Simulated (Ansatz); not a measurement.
Single points on [closo-2-(OH)B5H4]2- (B₅OH₅²⁻).

```yaml
crystal:
  periodic: [false, false, false]
  atoms:
    - {symbol: B, position_ang: [0.136261, 0.601011, 0.498965]}
    - {symbol: B, position_ang: [0.712983, -0.962656, -0.260272]}
    - {symbol: B, position_ang: [0.848550, 0.554044, -1.018062]}
    - {symbol: B, position_ang: [-0.781546, -0.837171, 0.514790]}
    - {symbol: B, position_ang: [-0.744427, -0.040416, -0.973127]}
    - {symbol: O, position_ang: [0.225737, 1.594175, 1.600902]}
    - {symbol: H, position_ang: [-0.345153, 1.226231, 2.292104]}
    - {symbol: H, position_ang: [1.485040, -1.930554, -0.344639]}
    - {symbol: H, position_ang: [1.608835, 1.192351, -1.746605]}
    - {symbol: H, position_ang: [-1.535411, -1.425490, 1.294834]}
    - {symbol: H, position_ang: [-1.610878, 0.028464, -1.858869]}
basis:
  gaussian: {orbitals: def2-TZVPD, initial_orbitals: start.molden}
total_charge: -2
magnetization: {spin_polarized: true, initial_magnetization: 2}
hamiltonian: {xc: pbe, dispersion: d4}
scf: {omitted_lower_state_checks: [starts]}
output: {orbitals: {seedname: orbitals}}
```

The file start.molden holds the orbitals of an earlier run on this structure, at another level or in another basis.

```sh
$ ansatz run in.yaml --threads 4 --pin off --events-out ev --progress --plain --max-ram 4787MiB
```

It prints (some lines left out):

```
Functional definition: PBE
1264 factors; their error is unknown
mean field evaluation 1: about -5500.8847 eV, gradient 6.1e0 eV
mean field evaluation 2: about -5500.9985 eV, gradient 1.4e-1 eV
mean field evaluation 4: about -5500.9364 eV, gradient 5.6e-2 eV
mean field evaluation 8: about -5500.9355 eV, gradient 7.0e-4 eV
a density is far from that of the atoms, so the factors are made again for it
1832 factors; integrals over basis functions are off by at most 7.6e-4 eV
mean field evaluation 16: about -5500.9354 eV, gradient 1.6e-3 eV
mean field -5500.93542556 eV, -202.1556482215 hartree, gradient 8.0e-6 eV, S^2 2.006813; 0 other end points of the search recorded, 0 dependent functions left out
reference -5500.93546909 eV, -202.1556498209 hartree; 21, 19 occupied and 249, 251 virtual orbitals, 1832 factors
Total energy: -5501.24670779 eV, -202.1670876325 hartree
Checks for a lower state left out: starts
```

It took 24 s on 4 threads of Intel Xeon on a shared host, peak host memory 1.1 GiB.

First input, but with `gaussian: {orbitals: def2-TZVPD}`, `hamiltonian: {xc: pbe0, dispersion: d4}` (abridged; 40 s):

```
Functional definition: PBE0
mean field evaluation 16: about -5501.5535 eV, gradient 1.6e-1 eV
mean field evaluation 32: about -5501.5542 eV, gradient 6.8e-3 eV
a density is far from that of the atoms, so the factors are made again for it
mean field -5501.55426144 eV, -202.1783900205 hartree, gradient 1.8e-5 eV, S^2 2.013765
Total energy: -5501.81607865 eV, -202.1880116256 hartree
Checks for a lower state left out: starts
```

First input, but with `hamiltonian: {xc: r2scan, dispersion: d4}` (abridged; 44 s):

```
Functional definition: r2SCAN
a density is far from that of the atoms, so the factors are made again for it
mean field evaluation 16: about -5505.3546 eV, gradient 1.6e-3 eV
mean field -5505.35463387 eV, -202.3180511312 hartree, gradient 7.9e-6 eV, S^2 2.018594
Total energy: -5505.42952330 eV, -202.3208032672 hartree
Checks for a lower state left out: starts
```

Geometry: PBE-D4/def2-SVPD, that of the charge -2 singlet.

A multiply charged anion in the gas phase is held together partly by the finite basis. At PBE-D4/def2-TZVPD, PBE0-D4/def2-TZVPD, r2SCAN-D4/def2-TZVPD the highest occupied level of the charge -2 triplet lies above zero (up to 4.97 eV). The electron is either unbound and held by the finite basis, or the level is raised by self-interaction error. At PBE0-D4/def2-TZVPD a singlet of charge -2 lies 1.02 eV below the triplet at the same geometry.
